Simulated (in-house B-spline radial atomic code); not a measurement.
A run on an ion of nuclear charge 22 with 22.8 electrons that did not converge. Method: scalar-relativistic (X2C) RPBE, spin-polarised, spherical fractional occupations, Fermi nucleus of rms radius 3.5921 fm; computed with a B-spline radial code for spherical atoms.

Command:
```bash
python run_scf.py task.json out
```
Settings (nuclear radius in fm, mass in u):
```
Z                22
configuration    [Ar] 3d2.8 4s2
hamiltonian      x2c
method           rpbe,pbe
spin_polarised   True
nucleus          fermi
rms_radius       3.5921
atomic_mass      47.94794
speed_of_light   137.035999084
```

First and last ten iterations of the last attempt (damped for 15 steps, keeping 80 % of the old Fock matrix, then DIIS):
```
 iter        energy (Eh)    residual
    1        -849.907561    2.95e-01
    2        -850.039848    2.83e-01
    3        -851.811156    1.85e-01
    4        -852.791496    1.12e-01
    5        -853.300073    6.55e-02
    6        -853.544596    3.87e-02
    7        -853.650921    2.45e-02
    8        -853.690828    1.51e-02
    9        -853.703193    1.02e-02
   10        -852.113973    8.10e-02
  111        -853.702898    5.52e-03
  112        -853.707096    3.11e-03
  113        -851.384543    8.03e-02
  114        -852.079442    7.95e-02
  115        -852.076528    7.95e-02
  116        -852.076915    7.95e-02
  117        -852.075299    7.95e-02
  118        -852.063775    7.96e-02
  119        -851.281650    8.09e-02
  120        -851.278192    8.09e-02
 not converged after 120 iterations
```

The smallest residual met was 2.6e-03; the threshold is about 2e-07. No energy from this run should be used. The likely cause: this method binds the added charge weakly or not at all at the basis-set limit, so charge moves back and forth between the atom and the box. Cost of the run: 2.9 s on 1 thread of Arm Neoverse N1 (shared host).
